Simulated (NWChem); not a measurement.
Everything below was run with NWChem. System: arsenic trifluoride (AsF$_{3}$), charge 0, spin multiplicity 1, at a geometry optimised with PBE0/def2-SVP. Level: B3LYP/def2-SVP, VWN1-RPA local correlation.

Job file:

```
start mol
memory heap 200 mb stack 900 mb global 1100 mb
geometry units angstroms nocenter noautoz noautosym
  F      0.738925    -0.489175     1.281763
  As     0.000896     0.398876     0.000000
  F      0.738925    -0.489175    -1.281763
  F     -1.481134    -0.484194     0.000000
end
basis spherical
  * library def2-svp
end
dft
  xc b3lyp
  semidirect memsize 60000000 filesize 0
  iterations 100
end
task dft energy
```

NWChem printed:

```
             Northwest Computational Chemistry Package (NWChem) 7.3.0
             --------------------------------------------------------

                                NWChem Input Module
                                -------------------

 Scaling coordinates for geometry "geometry" by  1.889725989
 (inverse scale =  0.529177249)

                             Geometry "geometry" -> ""
                             -------------------------

 Output coordinates in angstroms (scale by  1.889725989 to convert to a.u.)

  No.       Tag          Charge          X              Y              Z
 ---- ---------------- ---------- -------------- -------------- --------------
    1 F                    9.0000     0.73892500    -0.48917500     1.28176300
    2 As                  33.0000     0.00089600     0.39887600     0.00000000
    3 F                    9.0000     0.73892500    -0.48917500    -1.28176300
    4 F                    9.0000    -1.48113400    -0.48419400     0.00000000

 Effective nuclear repulsion energy (a.u.)     323.4651667098

            Nuclear Dipole moment (a.u.)
            ----------------------------
        X                 Y               Z
 ---------------- ---------------- ----------------
     0.0000226767     0.0000226767     0.0000000000


 Summary of "ao basis" -> "" (spherical)
 ------------------------------------------------------------------------------
       Tag                 Description            Shells   Functions and Types
 ---------------- ------------------------------  ------  ---------------------
 *                          def2-svp                  on all atoms

                                 NWChem DFT Module
                                 -----------------

 Summary of "ao basis" -> "ao basis" (spherical)
 ------------------------------------------------------------------------------
       Tag                 Description            Shells   Functions and Types
 ---------------- ------------------------------  ------  ---------------------
 F                          def2-svp                 6       14   3s2p1d
[...]
 Vector   30  Occ=2.000000D+00  E=-3.480193D-01
              MO Center=  7.0D-04,  3.1D-01, -5.7D-08, r^2= 2.5D+00
   Bfn.  Coefficient  Atom+Function         Bfn.  Coefficient  Atom+Function
  ----- ------------  ---------------      ----- ------------  ---------------
    18      0.453503  2 As s                 19      0.361752  2 As s
    27      0.307186  2 As py                17     -0.297974  2 As s
     5      0.277261  1 F  py                51      0.277262  3 F  py
    65      0.276912  4 F  py                 8     -0.206948  1 F  py
    54     -0.206948  3 F  py                68     -0.206659  4 F  py

 Vector   31  Occ=0.000000D+00  E=-3.517228D-02
              MO Center= -8.5D-02,  5.2D-01, -2.5D-04, r^2= 2.4D+00
   Bfn.  Coefficient  Atom+Function         Bfn.  Coefficient  Atom+Function
  ----- ------------  ---------------      ----- ------------  ---------------
    31      0.815285  2 As pz                28      0.456010  2 As pz
     3     -0.259349  1 F  s                 25     -0.260294  2 As pz
    49      0.258913  3 F  s                  5      0.173433  1 F  py
    51     -0.173142  3 F  py                66      0.170158  4 F  pz
    69     -0.160825  4 F  pz                 8     -0.156326  1 F  py

 Vector   32  Occ=0.000000D+00  E=-3.517111D-02
              MO Center=  8.7D-02,  5.2D-01,  2.5D-04, r^2= 2.4D+00
   Bfn.  Coefficient  Atom+Function         Bfn.  Coefficient  Atom+Function
  ----- ------------  ---------------      ----- ------------  ---------------
    29      0.815269  2 As px                26      0.456017  2 As px
    63      0.299217  4 F  s                 23     -0.260295  2 As px
    65     -0.199511  4 F  py                68      0.179775  4 F  py
    49     -0.149977  3 F  s                  3     -0.149221  1 F  s
     6     -0.124182  1 F  pz                52      0.124314  3 F  pz

 Vector   33  Occ=0.000000D+00  E= 4.577663D-02
              MO Center=  1.7D-04,  7.6D-02, -1.1D-08, r^2= 2.5D+00
   Bfn.  Coefficient  Atom+Function         Bfn.  Coefficient  Atom+Function
  ----- ------------  ---------------      ----- ------------  ---------------
    18      0.847505  2 As s                 30     -0.809210  2 As py
    27     -0.398221  2 As py                17     -0.376140  2 As s
     3     -0.275056  1 F  s                 49     -0.275056  3 F  s
    63     -0.275066  4 F  s                 67     -0.270132  4 F  px
    64      0.261707  4 F  px                 9      0.233874  1 F  pz

 center of mass
 --------------
 x =   0.00006789 y =   0.03006032 z =   0.00000000

 moments of inertia (a.u.)
 ------------------
         313.749286205849           0.296184718757           0.000000000000
           0.296184718757         445.847931635240           0.000000000000
           0.000000000000           0.000000000000         313.745800210605

     Multipole analysis of the density
     ---------------------------------

     L   x y z        total         alpha         beta         nuclear
     -   - - -        -----         -----         ----         -------
     0   0 0 0     -0.000000    -30.000000    -30.000000     60.000000

     1   1 0 0      0.002228      0.001103      0.001103      0.000023
     1   0 1 0      0.990901      0.495439      0.495439      0.000023
     1   0 0 1     -0.000000     -0.000000     -0.000000      0.000000

     2   2 0 0    -24.729880    -65.166751    -65.166751    105.603623
     2   1 1 0      0.004055      0.073709      0.073709     -0.143363
     2   1 0 1     -0.000000     -0.000000     -0.000000      0.000000
     2   0 2 0    -22.918718    -32.292273    -32.292273     41.665828
     2   0 1 1      0.000000      0.000000      0.000000      0.000000
     2   0 0 2    -24.729925    -65.167603    -65.167603    105.605281

 Task  times  cpu:        2.3s     wall:        2.3s

 Total times  cpu:        2.4s     wall:        2.4s
```
